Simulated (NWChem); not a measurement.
System: CHI₂, doublet; SMILES I[CH]I

Input file for NWChem:

```
start job
memory heap 200 mb stack 900 mb global 1100 mb
geometry units angstroms noautoz
  I     -0.063018     0.036943     1.812175
  C      0.895266    -0.055704     0.000000
  I     -0.063018     0.036943    -1.812175
  H      1.939088    -0.377329     0.000000
end
basis spherical
  * library def2-svp
end
ecp
  I library def2-ecp
end
dft
  odft
  mult 2
  xc m06-2x
  iterations 150
  mulliken
end
task dft gradient
```

Excerpt of the output:

```
             Northwest Computational Chemistry Package (NWChem) 7.3.0
             --------------------------------------------------------

 CS  symmetry detected

                             Geometry "geometry" -> ""
                             -------------------------

 Output coordinates in angstroms (scale by  1.889725989 to convert to a.u.)

  No.       Tag          Charge          X              Y              Z
 ---- ---------------- ---------- -------------- -------------- --------------
    1 I                   53.0000    -0.06913510    -0.00013860    -1.81217500
    2 C                    6.0000     0.89318011     0.02886362     0.00000000
    3 I                   53.0000    -0.06913510    -0.00013860     1.81217500
    4 H                    1.0000     1.96924039    -0.15848972     0.00000000

 Effective nuclear repulsion energy (a.u.)     597.5803283931

      Symmetry information
      --------------------

 Group name             Cs
 Group number              2
 Group order               2
 No. of unique centers     3

                                 NWChem DFT Module
                                 -----------------

 Summary of "ao basis" -> "ao basis" (spherical)
 ------------------------------------------------------------------------------
       Tag                 Description            Shells   Functions and Types
 ---------------- ------------------------------  ------  ---------------------
 I                          def2-svp                10       26   4s4p2d
 C                          def2-svp                 6       14   3s2p1d
 H                          def2-svp                 3        5   2s1p

      Symmetry analysis of basis
      --------------------------

        a'         40
        a"         31

            General Information
            -------------------
          SCF calculation type: DFT
          Wavefunction type:  spin polarized.
          No. of atoms     :     4
          No. of electrons :    57
           Alpha electrons :    29
            Beta electrons :    28
          Charge           :     0
          Spin multiplicity:     2
          Use of symmetry is: on ; symmetry adaption is: on
          Maximum number of iterations: 150
          AO basis - number of functions:    71
                     number of shells:    29
          Convergence on energy requested:  1.00D-06
          Convergence on density requested:  1.00D-05
          Convergence on gradient requested:  5.00D-04

              XC Information
              --------------
                       M06-2X Method XC Functional
                     Hartree-Fock (Exact) Exchange  0.540
                        M06-2X Exchange Functional  1.000
                      M06-2X Correlation Potential  1.000

             Grid Information
             ----------------
          Grid used for XC integration:  medium
          Radial quadrature: Mura-Knowles
          Angular quadrature: Lebedev.
          Tag              B.-S. Rad. Rad. Pts. Rad. Cut. Ang. Pts.
          ---              ---------- --------- --------- ---------
          I                   1.40      123          11.0       590
          C                   0.70       49           8.0       434
          H                   0.35       45           9.0       434
          Grid pruning is: on
          Number of quadrature shells:   217
          Spatial weights used:  Erf1

      Superposition of Atomic Density Guess
      -------------------------------------

 Sum of atomic energies:        -732.37832929

      Non-variational initial energy
      ------------------------------

 Total energy =    -632.024802
 1-e energy   =   -1447.531144
 2-e energy   =     634.297383
 HOMO         =      -0.110038
 LUMO         =      -0.031783

   Symmetry analysis of molecular orbitals - initial alpha
   -------------------------------------------------------

  Numbering of irreducible representations:

     1 a'          2 a"

  Orbital symmetries:

     1 a'          2 a'          3 a"          4 a'          5 a"
     6 a'          7 a'          8 a"          9 a"         10 a'
    11 a"         12 a'         13 a'         14 a"         15 a"
    16 a'         17 a'         18 a"         19 a"         20 a'
    21 a"         22 a'         23 a'         24 a"         25 a'
    26 a"         27 a'         28 a"         29 a'         30 a'
    31 a"         32 a'         33 a'         34 a"         35 a'
    36 a"         37 a'         38 a'         39 a"

   Symmetry analysis of molecular orbitals - initial beta
   ------------------------------------------------------

  Numbering of irreducible representations:

     1 a'          2 a"

  Orbital symmetries:

     1 a'          2 a'          3 a"          4 a'          5 a"
     6 a'          7 a'          8 a"          9 a"         10 a'
    11 a"         12 a'         13 a'         14 a"         15 a"
    16 a'         17 a'         18 a"         19 a"         20 a'
    21 a"         22 a'         23 a'         24 a"         25 a'
    26 a"         27 a'         28 a"         29 a'         30 a'
    31 a"         32 a'         33 a'         34 a"         35 a'
    36 a"         37 a'         38 a'         39 a"

     ---------------------------------------------
      Total Density - Mulliken Population Analysis
     ---------------------------------------------

    Atom       Charge   Shell Charges
 -----------   ------   -------------------------------------------------------
    1 I   25    25.01   1.83  0.22  1.23  0.66  2.93  3.12  2.54  2.43  9.82  0.22
    2 C    6     6.12   1.99  0.94  0.39  1.56  1.22  0.02
    3 I   25    25.01   1.83  0.22  1.23  0.66  2.93  3.12  2.54  2.43  9.82  0.22
    4 H    1     0.85   0.65  0.17  0.03

     --------------------------------------------
      Spin Density - Mulliken Population Analysis
     --------------------------------------------

    Atom       Charge   Shell Charges
 -----------   ------   -------------------------------------------------------
    1 I   25     0.12  -0.00  0.00  0.00 -0.00 -0.00  0.00  0.05  0.05  0.00  0.01
    2 C    6     0.75   0.00  0.01  0.01  0.39  0.35  0.00
    3 I   25     0.12  -0.00  0.00  0.00 -0.00 -0.00  0.00  0.05  0.05  0.00  0.01
    4 H    1     0.01   0.00  0.00  0.01

   convergence    iter        energy       DeltaE   RMS-Dens  Diis-err
 ---------------- ----- ----------------- --------- --------- ---------
 d= 0,ls=0.0,diis     1   -633.7807785123 -8.15D+02  7.12D-03  8.58D-02
                                                     5.74D-03  6.20D-02
 d= 0,ls=0.0,diis     2   -633.7473512492  3.34D-02  3.50D-03  1.37D-01
                                                     3.79D-03  1.45D-01
 d= 0,ls=0.0,diis     3   -633.8257989335 -7.84D-02  7.95D-04  1.69D-03
                                                     4.75D-04  7.53D-04
 d= 0,ls=0.0,diis     4   -633.8269280388 -1.13D-03  3.28D-04  9.87D-05
                                                     2.49D-04  1.30D-04
 d= 0,ls=0.0,diis     5   -633.8271229008 -1.95D-04  2.93D-04  3.20D-05
                                                     1.99D-04  2.95D-05
  Resetting Diis
 d= 0,ls=0.0,diis     6   -633.8272201326 -9.72D-05  1.63D-04  6.05D-06
                                                     9.41D-05  2.69D-06
 d= 0,ls=0.0,diis     7   -633.8272360397 -1.59D-05  2.24D-05  5.12D-07
                                                     1.89D-05  4.81D-07
 d= 0,ls=0.0,diis     8   -633.8272367347 -6.95D-07  1.29D-05  1.59D-07
                                                     7.00D-06  1.60D-07
 d= 0,ls=0.0,diis     9   -633.8272369567 -2.22D-07  1.93D-05  5.53D-08
                                                     6.90D-06  2.46D-08
 d= 0,ls=0.0,diis    10   -633.8272371016 -1.45D-07  5.67D-06  1.58D-08
                                                     3.48D-06  2.80D-08

         Total DFT energy =     -633.827237101586
      One electron energy =    -1448.389821751293
           Coulomb energy =      683.389503851802
    Exchange-Corr. energy =      -50.035878452679
 Nuclear repulsion energy =      181.208959250583

 Numeric. integr. density =       56.999992566849

                  Occupations of the irreducible representations
                  ----------------------------------------------

                     irrep           alpha         beta
                     --------     --------     --------
                     a'               16.0         15.0
                     a"               13.0         13.0

                    DFT Final Alpha Molecular Orbital Analysis
                    ------------------------------------------

 Vector   27  Occ=1.000000D+00  E=-3.353000D-01  Symmetry=a'
              MO Center= -3.3D-02,  3.6D-04,  1.3D-12, r^2= 5.0D+00
   Bfn.  Coefficient  Atom+Function         Bfn.  Coefficient  Atom+Function
  ----- ------------  ---------------      ----- ------------  ---------------
    11      0.418494  1 I  px                51      0.418494  3 I  px
    14      0.360934  1 I  px                54      0.360934  3 I  px
     8     -0.168090  1 I  px                48     -0.168090  3 I  px
    67     -0.151747  4 H  s                  5     -0.136756  1 I  px
    45     -0.136756  3 I  px                30     -0.125701  2 C  px

[...]

                         DFT ENERGY GRADIENTS

    atom               coordinates                        gradient
                 x          y          z           x          y          z
   1 I      -0.130646  -0.000262  -3.424514    0.000763   0.000078   0.000561
   2 C       1.687866   0.054544   0.000000   -0.003137  -0.000026   0.000000
   3 I      -0.130646  -0.000262   3.424514    0.000763   0.000078  -0.000561
   4 H       3.721325  -0.299502   0.000000    0.001612  -0.000130   0.000000
```

Level: M06-2X/def2-SVP with def2 effective core potentials on I, spin-unrestricted. In the optimisation the excess spin sits in a' (Cs, its own frame). The geometry was optimised at PBE0/def2-SVP, spin-unrestricted. Not confirmed as a minimum by frequencies. No stability test was run on the SCF state. def2 effective core potentials on I; no spin-orbit coupling.
